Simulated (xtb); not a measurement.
Level of theory: xtb 6.7.1 with GFN2-xTB.

```
xtb start.xyz --ohess tight --gfn 2 --chrg 0 --uhf 0 --iterations 400

# start.xyz
3

Zn     0.000000     0.000000     0.000000
Cl    -1.249737    -0.497150     1.706475
Cl     1.249737     0.497150    -1.706475
```

Output:

```
[...]
          :.................................................:
          :  # basis functions                  24          :
          :  # atomic orbitals                  22          :
          :  # shells                            8          :
          :  # electrons                        16          :
          :  max. iterations                   400          :
          :  Hamiltonian                  GFN2-xTB          :
          :  restarted?                      false          :
          :  GBSA solvation                  false          :
          :  PC potential                    false          :
          :  electronic temp.          300.0000000     K    :
          :  accuracy                    1.0000000          :
          :  -> integral cutoff          0.2500000E+02      :
          :  -> integral neglect         0.1000000E-07      :
          :  -> SCF convergence          0.1000000E-05 Eh   :
          :  -> wf. convergence          0.1000000E-03 e    :
          :  Broyden damping             0.4000000          :
          :  net charge                          0          :
          :  unpaired electrons                  0          :
          ...................................................

 iter      E             dE          RMSdq      gap      omega  full diag
   1     -9.7054947 -0.970549E+01  0.604E-05    4.01       0.0  T
   2     -9.7054947 -0.103029E-11  0.497E-05    4.01    1161.9  T
   3     -9.7054947 -0.666134E-12  0.227E-05    4.01    2544.5  T

   *** convergence criteria satisfied after 3 iterations ***

         #    Occupation            Energy/Eh            Energy/eV
      -------------------------------------------------------------
         1        2.0000           -1.0782578             -29.3409
         2        2.0000           -1.0685141             -29.0757
         3        2.0000           -0.5521957             -15.0260
         4        2.0000           -0.4621584             -12.5760
         5        2.0000           -0.4621584             -12.5760
         6        2.0000           -0.4602135             -12.5230
         7        2.0000           -0.4496472             -12.2355
         8        2.0000           -0.4496472             -12.2355 (HOMO)
         9                         -0.3022636              -8.2250 (LUMO)
        10                         -0.1241550              -3.3784
        11                         -0.1241550              -3.3784
        12                          0.0023301               0.0634
        13                          0.0030357               0.0826
       ...                                ...                  ...
        22                          0.8745903              23.7988
      -------------------------------------------------------------
                  HL-Gap            0.1473836 Eh            4.0105 eV
             Fermi-level           -0.3759554 Eh          -10.2303 eV


         :::::::::::::::::::::::::::::::::::::::::::::::::::::
         ::                     SUMMARY                     ::
         :::::::::::::::::::::::::::::::::::::::::::::::::::::
         :: total energy              -9.702427726109 Eh    ::
         :: gradient norm              0.000000247650 Eh/a0 ::
         :: HOMO-LUMO gap              4.010512053821 eV    ::
         ::.................................................::
         :: SCC energy                -9.705494843391 Eh    ::
         :: -> isotropic ES            0.059546762591 Eh    ::
         :: -> anisotropic ES          0.002886388026 Eh    ::
         :: -> anisotropic XC          0.000620093022 Eh    ::
         :: -> dispersion             -0.001707778505 Eh    ::
         :: repulsion energy           0.003067117282 Eh    ::
         :: add. restraining           0.000000000000 Eh    ::
         :: total charge               0.000000000000 e     ::
         :::::::::::::::::::::::::::::::::::::::::::::::::::::

           -------------------------------------------------
          |                Numerical Hessian                |
           -------------------------------------------------
step length          :   0.00500
SCC accuracy         :   0.30000
Hessian scale factor :   1.00000
frozen atoms in %    :   0.00000    0
RMS gradient         :   0.00000
estimated CPU  time      0.00 min
estimated wall time      0.00 min

writing file <hessian>.

 vibrational frequencies (cm⁻¹)
eigval :        0.00     0.00     0.00     0.00     0.00     0.49
eigval :        2.81   229.40   299.74
           -------------------------------------------------
          |                Property Printout                |
           -------------------------------------------------

    * Orbital Energies and Occupations

         #    Occupation            Energy/Eh            Energy/eV
      -------------------------------------------------------------
         1        2.0000           -1.0782579             -29.3409
         2        2.0000           -1.0685141             -29.0757
         3        2.0000           -0.5521961             -15.0260
         4        2.0000           -0.4621584             -12.5760
         5        2.0000           -0.4621584             -12.5760
         6        2.0000           -0.4602135             -12.5230
         7        2.0000           -0.4496473             -12.2355
         8        2.0000           -0.4496473             -12.2355 (HOMO)
         9                         -0.3022639              -8.2250 (LUMO)
        10                         -0.1241554              -3.3784
        11                         -0.1241554              -3.3784
        12                          0.0023301               0.0634
        13                          0.0030357               0.0826
        14                          0.0030357               0.0826
        15                          0.0050715               0.1380
        16                          0.0050715               0.1380
        17                          0.0050716               0.1380
        18                          0.0050716               0.1380
        19                          0.0055644               0.1514
       ...                                ...                  ...
        22                          0.8745899              23.7988
      -------------------------------------------------------------
                  HL-Gap            0.1473833 Eh            4.0105 eV
             Fermi-level           -0.3759556 Eh          -10.2303 eV

     #   Z          covCN         q      C6AA      α(0)
     1  30 Zn       1.538     0.323   121.262    21.511
     2  17 Cl       0.769    -0.161   104.028    15.602
     3  17 Cl       0.769    -0.161   104.028    15.602

 Mol. C6AA /au·bohr⁶  :        975.762338
 Mol. C8AA /au·bohr⁸  :      51821.877121
 Mol. α(0) /au        :         52.714713

Wiberg/Mayer (AO) data.
largest (>0.10) Wiberg bond orders for each atom
Molecule has the following symmetry elements: (i) (Cinf) (C2) 2*(sigma)
It seems to be the Dinfh point group

 ---------------------------------------------------------------------------
     #   Z sym  total        # sym  WBO       # sym  WBO       # sym  WBO
 ---------------------------------------------------------------------------
     1  30 Zn   1.953 --     2 Cl   0.977     3 Cl   0.977
     2  17 Cl   1.274 --     1 Zn   0.977     3 Cl   0.297
     3  17 Cl   1.274 --     1 Zn   0.977     2 Cl   0.297
 ---------------------------------------------------------------------------

Topologies differ in total number of bonds
Writing topology from bond orders to xtbtopo.mol

molecular dipole:
                 x           y           z       tot (Debye)
 q only:        0.000       0.000       0.000
   full:        0.000       0.000      -0.000       0.000
molecular quadrupole (traceless):
                xx          xy          yy          xz          yz          zz
 q only:        0.020      -1.045       2.231       3.587       1.427      -2.251
  q+dip:        0.027      -1.394       2.976       4.785       1.903      -3.003
   full:        0.032      -1.692       3.613       5.809       2.311      -3.645

           -------------------------------------------------
          |                Geometry Summary                 |
           -------------------------------------------------

      molecular mass/u    :      136.2836577
   center of mass at/Å    :        0.0000000       0.0000000       0.0000000
  moments of inertia/u·Å² :       -0.8047573E-13   0.3258805E+03   0.3258805E+03
rotational constants/cm⁻¹ :       -0.2094747E+15   0.5172949E-01   0.5172949E-01

 * 2 selected distances

     #   Z          #   Z                                           value/Å
     1  30 Zn       2  17 Cl                                      2.1438189 (max)
     1  30 Zn       3  17 Cl                                      2.1438189

 * 1 distinct bonds (by element types)

   Z      Z             #   av. dist./Å        max./Å        min./Å
  17 Cl  30 Zn          2     2.1438189     2.1438189     2.1438189

           -------------------------------------------------
          |               Frequency Printout                |
           -------------------------------------------------
 vibrational frequencies (cm⁻¹)
eigval :        0.00     0.00     0.00     0.00     0.00     0.49
eigval :        2.81   229.40   299.74
 reduced masses (amu)
   1: 50.99   2: 51.03   3: 49.80   4: 49.81   5: 49.84   6: 35.45   7: 35.45   8: 35.45
   9: 51.02
 IR intensities (km·mol⁻¹)
   1:  3.64   2:  3.60   3:  0.00   4:  0.00   5:  0.00   6:  0.00   7:  0.00   8:  0.00
   9: 69.32
 Raman intensities (Ä⁴*amu⁻¹)
   1:  0.00   2:  0.00   3:  0.00   4:  0.00   5:  0.00   6:  0.00   7:  0.00   8:  0.00
   9:  0.00
 output can be read by thermo (or use thermo option).
 writing <g98.out> molden fake output.
 recommended (thermochemical) frequency scaling factor: 1.0
           -------------------------------------------------
          |             Thermodynamic Functions             |
           -------------------------------------------------

din symmetry found (for desy threshold:  0.10E+00) used in thermo

          ...................................................
          :                      SETUP                      :
          :.................................................:
          :  # frequencies                           3      :
          :  # imaginary freq.                       0      :
          :  linear?                              true      :
          :  only rotor calc.                    false      :
          :  symmetry                              din      :
          :  rotational number                       2      :
          :  scaling factor                  1.0000000      :
          :  rotor cutoff                   50.0000000 cm⁻¹ :
          :  imag. cutoff                  -20.0000000 cm⁻¹ :
          :.................................................:

    mode    ω/cm⁻¹     T·S(HO)/kcal·mol⁻¹    T·S(FR)/kcal·mol⁻¹   T·S(vib)
   ------------------------------------------------------------------------
       1      2.81    -3.14043 (  0.00%)    -1.90126 (100.00%)    -1.90127
       2    229.40    -0.56162 ( 99.77%)    -0.60515 (  0.23%)    -0.56171
       3    299.74    -0.42288 ( 99.92%)    -0.52593 (  0.08%)    -0.42296
   ------------------------------------------------------------------------

   temp. (K)  partition function   enthalpy   heat capacity  entropy
                                   cal/mol     cal/K/mol   cal/K/mol   J/K/mol
 298.15  VIB   145.                 1176.213      4.462      9.680
         ROT  0.200E+04              592.502      1.987     17.095
         INT  0.290E+06             1768.714      6.449     26.775
         TR   0.154E+28             1481.254      4.968     40.622
         TOT                        3249.9684    11.4171    67.3973   281.9902

       T/K    H(0)-H(T)+PV         H(T)/Eh          T*S/Eh         G(T)/Eh
   ------------------------------------------------------------------------
    298.15    0.517915E-02    0.639102E-02    0.320226E-01   -0.256316E-01
   ------------------------------------------------------------------------

         :::::::::::::::::::::::::::::::::::::::::::::::::::::
         ::                  THERMODYNAMIC                  ::
         :::::::::::::::::::::::::::::::::::::::::::::::::::::
         :: total free energy          -9.728059332517 Eh   ::
         ::.................................................::
         :: total energy               -9.702427726109 Eh   ::
         :: zero point energy           0.001211864498 Eh   ::
         :: G(RRHO) w/o ZPVE           -0.026843470906 Eh   ::
         :: G(RRHO) contrib.           -0.025631606408 Eh   ::
         :::::::::::::::::::::::::::::::::::::::::::::::::::::

optimized geometry written to: xtbopt.xyz

           -------------------------------------------------
          | TOTAL ENERGY               -9.702427726109 Eh   |
          | TOTAL ENTHALPY             -9.696036707354 Eh   |
          | TOTAL FREE ENERGY          -9.728059332517 Eh   |
          | GRADIENT NORM               0.000000122279 Eh/α |
          | HOMO-LUMO GAP               4.010504253751 eV   |
           -------------------------------------------------

------------------------------------------------------------------------
```

Cost: about 0.10 core-seconds (a rough figure).
